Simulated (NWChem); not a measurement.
System: MoNH₃O₃; SMILES [NH]=[Mo](=[O])([OH])[OH]

NWChem printed, in part:

```
             Northwest Computational Chemistry Package (NWChem) 7.3.0
             --------------------------------------------------------

 CS  symmetry detected

                             Geometry "geometry" -> ""
                             -------------------------

 Output coordinates in angstroms (scale by  1.889725989 to convert to a.u.)

  No.       Tag          Charge          X              Y              Z
 ---- ---------------- ---------- -------------- -------------- --------------
    1 Mo                  42.0000     0.03875248    -0.03225753     0.00000000
    2 O                    8.0000     1.06865673    -1.35297368     0.00000000
    3 N                    7.0000     0.96159429     1.42798519     0.00000000
    4 H                    1.0000     1.90199957     1.82176416     0.00000000
    5 O                    8.0000    -1.03268694    -0.06330119     1.53936240
    6 H                    1.0000    -1.14351338     0.68688215     2.13353611
    7 O                    8.0000    -1.03268694    -0.06330119    -1.53936240
    8 H                    1.0000    -1.14351338     0.68688215    -2.13353611

 Effective nuclear repulsion energy (a.u.)     500.2181577889

      Symmetry information
      --------------------

 Group name             Cs
 Group number              2
 Group order               2
 No. of unique centers     6

                                 NWChem DFT Module
                                 -----------------

 Summary of "ao basis" -> "ao basis" (spherical)
 ------------------------------------------------------------------------------
       Tag                 Description            Shells   Functions and Types
 ---------------- ------------------------------  ------  ---------------------
 Mo                        def2-tzvpp               16       56   6s4p3d2f1g
 O                         def2-tzvpp               11       31   5s3p2d1f
 N                         def2-tzvpp               11       31   5s3p2d1f
 H                         def2-tzvpp                6       14   3s2p1d

      Symmetry analysis of basis
      --------------------------

        a'        133
        a"         89

            General Information
            -------------------
          SCF calculation type: DFT
          Wavefunction type:  closed shell.
          No. of atoms     :     8
          No. of electrons :    48
           Alpha electrons :    24
            Beta electrons :    24
          Charge           :     0
          Spin multiplicity:     1
          Use of symmetry is: on ; symmetry adaption is: on
          Maximum number of iterations: 150
          AO basis - number of functions:   222
                     number of shells:    78
          Convergence on energy requested:  1.00D-06
          Convergence on density requested:  1.00D-05
          Convergence on gradient requested:  5.00D-04

              XC Information
              --------------
                         PBE0 Method XC Functional
                     Hartree-Fock (Exact) Exchange  0.250
          PerdewBurkeErnzerhof Exchange Functional  0.750
            Perdew 1991 LDA Correlation Functional  1.000 local
           PerdewBurkeErnz. Correlation Functional  1.000 non-local

             Grid Information
             ----------------
          Grid used for XC integration:  medium
          Radial quadrature: Mura-Knowles
          Angular quadrature: Lebedev.
          Tag              B.-S. Rad. Rad. Pts. Rad. Cut. Ang. Pts.
          ---              ---------- --------- --------- ---------
          Mo                  1.45      123          10.0       590
          O                   0.60       49          11.0       434
          N                   0.65       49          10.0       434
          H                   0.35       45          11.0       434
          Grid pruning is: on
          Number of quadrature shells:   360
          Spatial weights used:  Erf1

      Superposition of Atomic Density Guess
      -------------------------------------

 Sum of atomic energies:        -357.41820884

      Non-variational initial energy
      ------------------------------

 Total energy =    -348.188850
 1-e energy   =    -947.370112
 2-e energy   =     373.456605
 HOMO         =      -0.388300
 LUMO         =      -0.036186

      Symmetry analysis of molecular orbitals - initial
      -------------------------------------------------

  Numbering of irreducible representations:

     1 a'          2 a"

  Orbital symmetries:

     1 a'          2 a"          3 a'          4 a'          5 a'
     6 a'          7 a'          8 a"          9 a'         10 a"
    11 a'         12 a'         13 a'         14 a"         15 a'
    16 a"         17 a'         18 a'         19 a'         20 a"
    21 a'         22 a"         23 a"         24 a'         25 a'
    26 a'         27 a"         28 a"         29 a'         30 a'
    31 a"         32 a'         33 a'         34 a"

------------------------------------------------------------
EAF file 0: "./job.aoints.0" size=559415296 bytes
------------------------------------------------------------
               write      read    awrite     aread      wait
               -----      ----    ------     -----      ----
     calls:     1067         0         0         0         0
   data(b): 5.59e+08  0.00e+00  0.00e+00  0.00e+00
   time(s): 0.00e+00  0.00e+00  0.00e+00  0.00e+00  0.00e+00
rate(mb/s): 0.00e+00  0.00e+00
------------------------------------------------------------

     ---------------------------------------------
      Total Density - Mulliken Population Analysis
     ---------------------------------------------

    Atom       Charge   Shell Charges
 -----------   ------   -------------------------------------------------------
    1 Mo  14    11.00   0.02 -0.40  1.55  0.84  0.22  0.03  5.21  0.79  0.15  0.04  0.99  1.08  0.29  0.02  0.15  0.02
    2 O    8     9.15   0.79  1.18  0.62  1.01  0.33  2.08  2.24  0.88  0.00  0.02  0.00
    3 N    7     8.12   0.82  1.15  0.60  0.91  0.22  1.65  1.93  0.82  0.00  0.01  0.00
    4 H    1     0.72   0.21  0.36  0.09  0.02  0.04  0.01
    5 O    8     8.87   0.79  1.18  0.60  0.94  0.28  2.03  2.17  0.87  0.00  0.01  0.00
    6 H    1     0.63   0.20  0.30  0.05  0.02  0.05  0.01
    7 O    8     8.87   0.79  1.18  0.60  0.94  0.28  2.03  2.17  0.87  0.00  0.01  0.00
    8 H    1     0.63   0.20  0.30  0.05  0.02  0.05  0.01

   convergence    iter        energy       DeltaE   RMS-Dens  Diis-err
 ---------------- ----- ----------------- --------- --------- ---------
 d= 0,ls=0.0,diis     1   -349.9254703822 -5.76D+02  1.46D-02  4.46D+00
 d= 0,ls=0.0,diis     2   -343.6556555476  6.27D+00  1.14D-02  6.92D+01
 d= 0,ls=0.0,diis     3   -350.2247757142 -6.57D+00  3.34D-03  1.80D+00
 d= 0,ls=0.0,diis     4   -350.3024162602 -7.76D-02  1.60D-03  9.79D-01
 d= 0,ls=0.0,diis     5   -350.3836504083 -8.12D-02  6.97D-04  1.06D-01
  Resetting Diis
 d= 0,ls=0.0,diis     6   -350.3932384435 -9.59D-03  2.35D-04  1.75D-02
 d= 0,ls=0.0,diis     7   -350.3949742510 -1.74D-03  1.56D-04  1.01D-03
 d= 0,ls=0.0,diis     8   -350.3947535978  2.21D-04  1.08D-04  3.40D-03
 d= 0,ls=0.0,diis     9   -350.3950261667 -2.73D-04  3.93D-05  5.43D-04
 d= 0,ls=0.0,diis    10   -350.3950773820 -5.12D-05  6.15D-06  1.72D-05
 d= 0,ls=0.0,diis    11   -350.3950789059 -1.52D-06  1.02D-06  1.27D-07
 d= 0,ls=0.0,diis    12   -350.3950789133 -7.41D-09  6.40D-07  6.98D-08

         Total DFT energy =     -350.395078913314
      One electron energy =     -952.663481481129
           Coulomb energy =      417.817412787885
    Exchange-Corr. energy =      -41.273667371206
 Nuclear repulsion energy =      225.724657151137

 Numeric. integr. density =       47.999992745190

                  Occupations of the irreducible representations
                  ----------------------------------------------

                     irrep           alpha         beta
                     --------     --------     --------
                     a'               16.0         16.0
                     a"                8.0          8.0

                       DFT Final Molecular Orbital Analysis
                       ------------------------------------

 Vector   22  Occ=2.000000D+00  E=-3.466779D-01  Symmetry=a"
              MO Center=  2.2D-02, -4.8D-02,  1.1D-12, r^2= 3.5D+00
   Bfn.  Coefficient  Atom+Function         Bfn.  Coefficient  Atom+Function
  ----- ------------  ---------------      ----- ------------  ---------------
    64      0.228256  2 O  pz                95     -0.195320  3 N  pz
    67      0.193938  2 O  pz               139      0.182373  5 O  py
   184     -0.182373  7 O  py                20     -0.181170  1 Mo d -1
    98     -0.175524  3 N  pz               142      0.149580  5 O  py
   187     -0.149580  7 O  py                70      0.132633  2 O  pz

 Vector   23  Occ=2.000000D+00  E=-3.274753D-01  Symmetry=a"
              MO Center=  5.1D-01,  3.2D-01,  4.4D-14, r^2= 3.1D+00
   Bfn.  Coefficient  Atom+Function         Bfn.  Coefficient  Atom+Function
  ----- ------------  ---------------      ----- ------------  ---------------
    95      0.278097  3 N  pz                98      0.250098  3 N  pz
    64      0.231005  2 O  pz                67      0.199200  2 O  pz
   101      0.182105  3 N  pz                 9     -0.165654  1 Mo pz
    70      0.137653  2 O  pz               140     -0.127140  5 O  pz
   185     -0.127140  7 O  pz                20      0.116027  1 Mo d -1

 Vector   24  Occ=2.000000D+00  E=-3.054444D-01  Symmetry=a'
              MO Center=  7.6D-01,  6.1D-01, -1.0D-14, r^2= 2.8D+00
   Bfn.  Coefficient  Atom+Function         Bfn.  Coefficient  Atom+Function
  ----- ------------  ---------------      ----- ------------  ---------------
    94      0.273509  3 N  py                62      0.243756  2 O  px
    97      0.236548  3 N  py                65      0.213667  2 O  px
    93     -0.200370  3 N  px               100      0.186264  3 N  py
    96     -0.177962  3 N  px                68      0.159793  2 O  px
     3      0.148577  1 Mo s                 99     -0.136219  3 N  px

 Vector   25  Occ=0.000000D+00  E=-6.029566D-02  Symmetry=a'
              MO Center=  5.8D-02,  5.0D-02,  3.8D-14, r^2= 2.3D+00
   Bfn.  Coefficient  Atom+Function         Bfn.  Coefficient  Atom+Function
  ----- ------------  ---------------      ----- ------------  ---------------
    23      0.426839  1 Mo d  2              21     -0.325499  1 Mo d  0
    28      0.284374  1 Mo d  2             100      0.261302  3 N  py
    26     -0.227464  1 Mo d  0              31     -0.180158  1 Mo d  0
   144      0.166409  5 O  px               189      0.166409  7 O  px
    33      0.143359  1 Mo d  2              69     -0.143383  2 O  py

 Vector   26  Occ=0.000000D+00  E=-5.849648D-02  Symmetry=a"
              MO Center=  2.7D-01,  3.1D-01, -3.9D-14, r^2= 2.6D+00
   Bfn.  Coefficient  Atom+Function         Bfn.  Coefficient  Atom+Function
  ----- ------------  ---------------      ----- ------------  ---------------
    20      0.507289  1 Mo d -1             101     -0.367211  3 N  pz
    25      0.335046  1 Mo d -1              15      0.248488  1 Mo pz
    30      0.239534  1 Mo d -1              95     -0.234458  3 N  pz
   166     -0.201574  6 H  s                211      0.201574  8 H  s
    98     -0.191823  3 N  pz                70      0.164551  2 O  pz

 Vector   27  Occ=0.000000D+00  E=-1.518764D-02  Symmetry=a'
              MO Center= -2.4D-01,  3.8D-01,  9.2D-13, r^2= 5.9D+00
   Bfn.  Coefficient  Atom+Function         Bfn.  Coefficient  Atom+Function
  ----- ------------  ---------------      ----- ------------  ---------------
     6      0.951175  1 Mo s                  5     -0.504839  1 Mo s
    21      0.283720  1 Mo d  0             121     -0.282420  4 H  s
    92      0.254688  3 N  s                137     -0.223548  5 O  s
   182     -0.223548  7 O  s                 23      0.220255  1 Mo d  2
   166      0.215026  6 H  s                211      0.215026  8 H  s

------------------------------------------------------------
EAF file 0: "./job.aoints.0" size=842530816 bytes
------------------------------------------------------------
               write      read    awrite     aread      wait
               -----      ----    ------     -----      ----
     calls:     1607        11         0     17666     17666
   data(b): 8.43e+08  5.77e+06  0.00e+00  9.26e+09
   time(s): 0.00e+00  0.00e+00  0.00e+00  0.00e+00  0.00e+00
rate(mb/s): 0.00e+00  0.00e+00
------------------------------------------------------------

     ---------------------------------------------
      Total Density - Mulliken Population Analysis
     ---------------------------------------------

    Atom       Charge   Shell Charges
 -----------   ------   -------------------------------------------------------
    1 Mo  14    12.51   0.02 -0.41  1.64  0.78  0.17 -0.01  5.35  0.68  0.21  0.06  1.77  1.60  0.40  0.02  0.20  0.02
    2 O    8     8.52   0.79  1.18  0.61  0.97  0.41  1.81  1.87  0.85  0.00  0.03  0.00
    3 N    7     7.58   0.82  1.15  0.55  0.90  0.28  1.47  1.62  0.76  0.00  0.02  0.00
    4 H    1     0.79   0.26  0.40  0.06  0.02  0.05  0.00
    5 O    8     8.53   0.79  1.18  0.58  0.92  0.35  1.89  1.91  0.90  0.00  0.01  0.00
    6 H    1     0.77   0.25  0.38  0.04  0.02  0.07  0.01
    7 O    8     8.53   0.79  1.18  0.58  0.92  0.35  1.89  1.91  0.90  0.00  0.01  0.00
    8 H    1     0.77   0.25  0.38  0.04  0.02  0.07  0.01

     -------------------------------------------
      Total Density - Lowdin Population Analysis
     -------------------------------------------

    Atom       Charge   Shell Charges
 -----------   ------   -------------------------------------------------------
    1 Mo  14    13.75   0.01  0.00  0.95  0.85  0.22  0.08  4.55  1.36  0.58  0.16  1.56  1.83  0.96  0.02  0.54  0.09
    2 O    8     8.10   0.87  1.09  0.58  0.67  0.37  1.70  1.83  0.91  0.00  0.07  0.01
    3 N    7     7.00   0.89  1.07  0.46  0.48  0.26  1.32  1.53  0.85  0.00  0.12  0.01
    4 H    1     1.07   0.24  0.36  0.14  0.03  0.23  0.06
    5 O    8     7.90   0.87  1.08  0.51  0.56  0.30  1.72  1.85  0.96  0.00  0.04  0.00
    6 H    1     1.14   0.25  0.33  0.10  0.05  0.31  0.10
    7 O    8     7.90   0.87  1.08  0.51  0.56  0.30  1.72  1.85  0.96  0.00  0.04  0.00
    8 H    1     1.14   0.25  0.33  0.10  0.05  0.31  0.10

     Multipole analysis of the density
     ---------------------------------

     L   x y z        total         alpha         beta         nuclear
     -   - - -        -----         -----         ----         -------
     0   0 0 0      0.000000    -24.000000    -24.000000     48.000000

     1   1 0 0     -0.129443      0.960521      0.960521     -2.050484
     1   0 1 0      1.403255     -0.151783     -0.151783      1.706821
     1   0 0 1     -0.000000     -0.000000     -0.000000     -0.000000

[...]

                         DFT ENERGY GRADIENTS

    atom               coordinates                        gradient
                 x          y          z           x          y          z
   1 Mo      0.073232  -0.060958   0.000000   -0.003953  -0.001354   0.000000
   2 O       2.019468  -2.556750   0.000000    0.001165   0.000184   0.000000
   3 N       1.817150   2.698501   0.000000   -0.005205  -0.004400   0.000000
   4 H       3.594258   3.442635   0.000000    0.005774   0.003481   0.000000
   5 O      -1.951495  -0.119622   2.908973    0.002485  -0.003196  -0.005283
   6 H      -2.160927   1.298019   4.031799   -0.001375   0.004241   0.004345
   7 O      -1.951495  -0.119622  -2.908973    0.002485  -0.003196   0.005283
   8 H      -2.160927   1.298019  -4.031799   -0.001375   0.004241  -0.004345
```

Level: PBE0/def2-TZVPP with def2 effective core potentials on Mo. The geometry was optimised at PBE0/def2-SVP. No frequency run checked for a minimum. def2 effective core potentials on Mo; no spin-orbit coupling.

Problem. Reconstruct the input file.

Solution. One answer among several that fit: the input that was run:
```
start job
memory heap 200 mb stack 900 mb global 1100 mb
geometry units angstroms noautoz
  Mo    -0.041659     0.002808     0.158312
  O      0.514601    -0.004922     1.738030
  N      1.297386     0.044550    -0.932175
  H      2.313975     0.066880    -1.006149
  O     -1.034550    -1.553958    -0.172243
  H     -0.888614    -2.135837    -0.926045
  O     -1.099668     1.523844    -0.134284
  H     -0.978631     2.129959    -0.873254
end
basis spherical
  Mo library def2-tzvpp
  O library def2-tzvpp
  N library def2-tzvpp
  H library def2-tzvpp
end
ecp
  Mo library def2-ecp
end
dft
  xc pbe0
  iterations 150
  semidirect filesize 400000000
  mulliken
end
task dft gradient
```
